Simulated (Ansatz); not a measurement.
`BC[SiH2]F` + H₂O → `BC[SiH2]O` + H–F at 700 K and 1 bar (formal hydrolysis of the Si–F bond).

Program: Ansatz. Geometries: PBE0-D4/def2-TZVP. ΔE: electronic, gas phase. CBS: MP2 limit from def2 TZ/QZ plus the TZ coupled-cluster correction, frozen cores. This one scheme is used for every species. One conformer a species, not always the lowest.

```csv
species,CCSD(T)/CBS energy (Eh),H − E (kJ/mol),S (J/(mol·K))
`BC[SiH2]F`,-455.38132,249.1,431.4
H₂O,-76.37941,80.5,218.4
`BC[SiH2]O`,-431.34785,285.4,451.9
H–F,-100.39570,45.2,198.5
```

H − E and S are ideal-gas, rigid-rotor, harmonic terms from PBE0-D4/def2-TZVP, for one conformer and one mirror image of each species. 1 Eh = 2625.50 kJ/mol, R = 8.31446 J/(mol·K).

Question: By hand: ΔE, ΔH, ΔS and ΔG.

Answer: ΔE = (-431.34785) + (-100.39570) − (-455.38132) − (-76.37941) = 0.01718 Eh = 45.1 kJ/mol. Δ(H − E) = 285.4 + 45.2 − 249.1 − 80.5 = 1.0, so ΔH = 46.1 kJ/mol. ΔS = 451.9 + 198.5 − 431.4 − 218.4 = 0.6 J/(mol·K). ΔG = 46.1 − 700 × (0.6)/1000 = 45.7 kJ/mol.

Question: By hand: the equilibrium constant, and the temperature at which ΔG would vanish if ΔH and ΔS stayed fixed.

Answer: log₁₀ K = −ΔG/(RT ln 10) = -3.4. ΔG = 0 at ΔH/ΔS = 76833 K, far beyond where these terms or the molecules hold.

The number of gas molecules stays the same, so ΔS is small and ΔH decides. A doubt of 5 kJ/mol in ΔE shifts log₁₀ K by 0.4 here. Other conformers and mirror images would add mixing entropy, several J/(mol·K) or more a flexible species. These are equilibria of isolated gas molecules and say nothing of rates. Largest T1 diagnostic: 0.011 (customary marks: 0.02 for closed shells, 0.045 for open ones).
